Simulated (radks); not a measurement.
Question: The zirconium ion Zr7+ is in [Ar] 3d10 4s2 4p3. Calculated with a radial shooting solver on a logarithmic mesh with Libxc functionals: scalar-relativistic Kohn-Sham, PBE, spin-polarised, spherical densities, finite nucleus; Fermi nuclear charge, rms radius of each element as measured or else 0.836 A^(1/3) + 0.57 fm. Open shells are filled with parallel spins first. One electron is removed from 3p, 4p, 4s, 3d in turn, with full relaxation. Which removal costs least, and what does each cost?

Answer: 4p 134.94 eV; 4s 154.72 eV; 3d 299.58 eV; 3p 441.91 eV. The 4p electron leaves first.
